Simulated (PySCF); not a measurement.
C4H7 (SMILES [CH]=C(C)C), doublet, geometry from GFN2-xTB, with bond 9-8 at 1.6 times its length; SVWN5/STO-3G (PySCF).

Here is a job for PySCF.
```python
from pyscf import gto, scf, dft

mol = gto.Mole()
mol.atom = '''
    C    -0.01583438    0.01152779    1.49894858
    C    -0.00222843    0.02374520    0.20492787
    H    -0.02223869   -0.69129602    2.29786866
    C     0.00269449    1.29161997   -0.60733811
    H    -0.00662782    2.16401956    0.03942821
    H     0.89090871    1.32760594   -1.23693731
    H    -0.87224194    1.32254452   -1.25552371
    C     0.01033407   -1.24161286   -0.64220029
    H     0.00387481   -2.66332499    0.35769861
    H    -0.86735589   -1.25472468   -1.28612343
    H     0.90146410   -1.24964698   -1.26747727
'''
mol.basis = 'sto-3g'
mol.spin = 1
mol.verbose = 4
mol.build()

mf = dft.UKS(mol)
mf.xc = 'lda,vwn'
mf.DIIS = scf.EDIIS
mf.kernel()
mf.analyze()
```

The log (banner, timings and long lists left out):

```
PySCF version 2.14.0

[INPUT] verbose = 4
[INPUT] num. atoms = 11
[INPUT] num. electrons = 31
[INPUT] charge = 0
[INPUT] spin (= nelec alpha-beta = 2S) = 1
[INPUT] symmetry False subgroup None
[INPUT] Mole.unit = angstrom
[INPUT] Symbol           X                Y                Z      unit          X                Y                Z       unit  Magmom
[...]
nuclear repulsion = 110.679439114513
number of shells = 19
number of NR pGTOs = 81
number of NR cGTOs = 27
basis = sto-3g
ecp = {}

******** <class 'pyscf.dft.uks.UKS'> ********
method = UKS
initial guess = minao
damping factor = 0
level_shift factor = 0
DIIS = <class 'pyscf.scf.diis.EDIIS'>
diis_start_cycle = 1
diis_space = 8
diis_damp = 0
SCF conv_tol = 1e-09
SCF conv_tol_grad = None
SCF max_cycles = 50
direct_scf = True
direct_scf_tol = 1e-13
number electrons alpha = 16  beta = 15
XC library pyscf.dft.libxc version 7.1.2
    S. Lehtola, C. Steigemann, M. J. T. Oliveira, and M. A. L. Marques,  SoftwareX 7, 1–5 (2018)
XC functionals = lda,vwn
    P. A. M. Dirac,  Math. Proc. Cambridge Philos. Soc. 26, 376 (1930)
    F. Bloch,  Z. Phys. 57, 545 (1929)
    S. H. Vosko, L. Wilk, and M. Nusair,  Can. J. Phys. 58, 1200 (1980)
radial grids:
    Treutler-Ahlrichs [JCP 102, 346 (1995); DOI:10.1063/1.469408] (M4) radial grids

becke partition: Becke, JCP 88, 2547 (1988); DOI:10.1063/1.454033
pruning grids: <function nwchem_prune>
grids dens level: 3
symmetrized grids: False
atomic radii adjust function: <function treutler_atomic_radii_adjust>
small_rho_cutoff = 0
Set gradient conv threshold to 3.16228e-05
tot grids = 125128
init E= -153.125857300737

cycle= 1 E= -152.977766154878  delta_E= 0.148  |g|= 0.184  |ddm|= 2.95
cycle= 2 E= -152.932883817111  delta_E= 0.0449  |g|= 0.293  |ddm|= 0.702
cycle= 3 E= -152.986798009971  delta_E= -0.0539  |g|= 0.152  |ddm|= 0.623
cycle= 4 E= -152.996603717114  delta_E= -0.00981  |g|= 0.105  |ddm|= 0.104
cycle= 5 E= -152.996603717158  delta_E= -4.47e-11  |g|= 0.105  |ddm|= 2.36e-09
cycle= 6 E= -152.996603714557  delta_E= 2.6e-09  |g|= 0.105  |ddm|= 7.25e-08
cycle= 7 E= -152.996603717196  delta_E= -2.64e-09  |g|= 0.105  |ddm|= 7.34e-08
cycle= 8 E= -152.996603717133  delta_E= 6.28e-11  |g|= 0.105  |ddm|= 1.12e-09
cycle= 9 E= -152.996603714521  delta_E= 2.61e-09  |g|= 0.105  |ddm|= 2.43e-08
cycle= 10 E= -152.99526393252  delta_E= 0.00134  |g|= 0.115  |ddm|= 0.0824
cycle= 11 E= -152.95192420866  delta_E= 0.0433  |g|= 0.251  |ddm|= 0.52
cycle= 12 E= -152.992918857863  delta_E= -0.041  |g|= 0.126  |ddm|= 0.54
cycle= 13 E= -152.996712469143  delta_E= -0.00379  |g|= 0.105  |ddm|= 0.0718
cycle= 14 E= -152.996712467771  delta_E= 1.37e-09  |g|= 0.105  |ddm|= 1.23e-08
cycle= 15 E= -152.99671246898  delta_E= -1.21e-09  |g|= 0.105  |ddm|= 1.08e-08
cycle= 16 E= -152.996712467483  delta_E= 1.5e-09  |g|= 0.105  |ddm|= 1.34e-08
cycle= 17 E= -152.996712468804  delta_E= -1.32e-09  |g|= 0.105  |ddm|= 1.18e-08
cycle= 18 E= -152.996712469384  delta_E= -5.8e-10  |g|= 0.105  |ddm|= 5.2e-09
cycle= 19 E= -152.996712468998  delta_E= 3.86e-10  |g|= 0.105  |ddm|= 3.46e-09
cycle= 20 E= -152.954661914368  delta_E= 0.0421  |g|= 0.246  |ddm|= 0.506
cycle= 21 E= -152.991428390631  delta_E= -0.0368  |g|= 0.135  |ddm|= 0.53
cycle= 22 E= -152.995376364348  delta_E= -0.00395  |g|= 0.117  |ddm|= 0.145
cycle= 23 E= -152.995376364522  delta_E= -1.74e-10  |g|= 0.117  |ddm|= 1.85e-09
cycle= 24 E= -152.995376363157  delta_E= 1.36e-09  |g|= 0.117  |ddm|= 1.46e-08
cycle= 25 E= -152.995376365406  delta_E= -2.25e-09  |g|= 0.117  |ddm|= 2.4e-08
cycle= 26 E= -152.995376363671  delta_E= 1.74e-09  |g|= 0.117  |ddm|= 1.85e-08
cycle= 27 E= -152.995376364207  delta_E= -5.36e-10  |g|= 0.117  |ddm|= 5.72e-09
cycle= 28 E= -152.995376367821  delta_E= -3.61e-09  |g|= 0.117  |ddm|= 3.85e-08
cycle= 29 E= -152.952505006277  delta_E= 0.0429  |g|= 0.252  |ddm|= 0.511
cycle= 30 E= -152.980865580157  delta_E= -0.0284  |g|= 0.183  |ddm|= 0.571
cycle= 31 E= -152.986931355653  delta_E= -0.00607  |g|= 0.165  |ddm|= 0.31
cycle= 32 E= -152.999068142236  delta_E= -0.0121  |g|= 0.0946  |ddm|= 0.104
cycle= 33 E= -152.999068144689  delta_E= -2.45e-09  |g|= 0.0946  |ddm|= 2.39e-08
cycle= 34 E= -152.999068139413  delta_E= 5.28e-09  |g|= 0.0946  |ddm|= 5.14e-08
cycle= 35 E= -152.999068128291  delta_E= 1.11e-08  |g|= 0.0946  |ddm|= 1.1e-07
cycle= 36 E= -152.999068154811  delta_E= -2.65e-08  |g|= 0.0946  |ddm|= 3.47e-07
cycle= 37 E= -152.999068144668  delta_E= 1.01e-08  |g|= 0.0946  |ddm|= 2.3e-07
cycle= 38 E= -152.947691886041  delta_E= 0.0514  |g|= 0.263  |ddm|= 0.498
cycle= 39 E= -152.948867081572  delta_E= -0.00118  |g|= 0.28  |ddm|= 0.67
cycle= 40 E= -152.954689385222  delta_E= -0.00582  |g|= 0.278  |ddm|= 0.591
cycle= 41 E= -153.00538528232  delta_E= -0.0507  |g|= 0.0269  |ddm|= 0.313
cycle= 42 E= -153.005385282344  delta_E= -2.48e-11  |g|= 0.0269  |ddm|= 9.07e-10
cycle= 43 E= -153.005385282128  delta_E= 2.16e-10  |g|= 0.0269  |ddm|= 1.3e-08
cycle= 44 E= -153.005385281288  delta_E= 8.41e-10  |g|= 0.0269  |ddm|= 5.58e-08
cycle= 45 E= -153.005385279899  delta_E= 1.39e-09  |g|= 0.0269  |ddm|= 5.06e-08
cycle= 46 E= -153.005385282391  delta_E= -2.49e-09  |g|= 0.0269  |ddm|= 9.18e-08
cycle= 47 E= -152.935508550722  delta_E= 0.0699  |g|= 0.289  |ddm|= 0.433
cycle= 48 E= -152.87107240132  delta_E= 0.0644  |g|= 0.427  |ddm|= 0.857
cycle= 49 E= -152.88251156427  delta_E= -0.0114  |g|= 0.431  |ddm|= 0.967
cycle= 50 E= -152.991760429065  delta_E= -0.109  |g|= 0.133  |ddm|= 0.597
SCF not converged.
SCF energy = -152.991760429065 after 50 cycles  <S^2> = 0.75866471  2S+1 = 2.008646
**** SCF Summaries ****
Total Energy =                        -152.991760429064840
Nuclear Repulsion Energy =             110.679439114512633
One-electron Energy =                 -426.248197903499488
Two-electron Energy =                  162.576998359921987
Two-electron Coulomb Energy =          185.280721164271682
DFT Exchange-Correlation Energy =      -22.703722804349695
**** MO energy ****
                             alpha | beta                alpha | beta
[...]
To work with the spin densities directly, `use mulliken_meta_spin()` only printing them here.

 ** Mulliken spin pop alpha/beta on meta-lowdin orthogonal AOs **
 ** Mulliken Spin Density (per AO)  **
spin_pop of  0 C 1s        0.00000
spin_pop of  0 C 2s        0.12197
spin_pop of  0 C 2px       0.08654
spin_pop of  0 C 2py       0.66923
spin_pop of  0 C 2pz       0.12645
spin_pop of  1 C 1s        0.00000
spin_pop of  1 C 2s       -0.00915
spin_pop of  1 C 2px      -0.07768
spin_pop of  1 C 2py      -0.00994
spin_pop of  1 C 2pz      -0.00685
spin_pop of  2 H 1s       -0.00602
spin_pop of  3 C 1s        0.00000
spin_pop of  3 C 2s        0.00891
spin_pop of  3 C 2px       0.00199
spin_pop of  3 C 2py       0.01595
spin_pop of  3 C 2pz       0.01679
spin_pop of  4 H 1s       -0.00149
spin_pop of  5 H 1s       -0.00354
spin_pop of  6 H 1s       -0.00354
spin_pop of  7 C 1s        0.00001
spin_pop of  7 C 2s        0.01667
spin_pop of  7 C 2px       0.00293
spin_pop of  7 C 2py       0.02768
spin_pop of  7 C 2pz       0.03689
spin_pop of  8 H 1s       -0.00978
spin_pop of  9 H 1s       -0.00201
spin_pop of  10 H 1s       -0.00201
 ** Mulliken Spin Density (per atom)  **
spin density of  0 C =      1.00419
spin density of  1 C =     -0.10362
spin density of  2 H =     -0.00602
spin density of  3 C =      0.04363
spin density of  4 H =     -0.00149
spin density of  5 H =     -0.00354
spin density of  6 H =     -0.00354
spin density of  7 C =      0.08418
spin density of  8 H =     -0.00978
spin density of  9 H =     -0.00201
spin density of  10 H =     -0.00201
 ** Mulliken pop alpha/beta on meta-lowdin orthogonal AOs **
 ** Mulliken pop       alpha | beta **
[...]
In total            16.00000 | 15.00000
 ** Mulliken atomic charges   ( Nelec_alpha | Nelec_beta ) **
charge of  0C =     -0.04761  (     3.52590      2.52171 )
charge of  1C =     -0.08288  (     2.98963      3.09325 )
charge of  2H =      0.06077  (     0.46661      0.47262 )
charge of  3C =     -0.18137  (     3.11250      3.06887 )
charge of  4H =      0.07240  (     0.46305      0.46454 )
charge of  5H =      0.06808  (     0.46419      0.46773 )
charge of  6H =      0.06808  (     0.46419      0.46773 )
charge of  7C =      0.10114  (     2.99152      2.90734 )
charge of  8H =     -0.14246  (     0.56634      0.57612 )
charge of  9H =      0.04192  (     0.47803      0.48005 )
charge of  10H =      0.04192  (     0.47803      0.48005 )
Dipole moment(X, Y, Z, Debye):  0.00884,  0.72001, -1.03459
```

The run did not converge; its last values are not results.
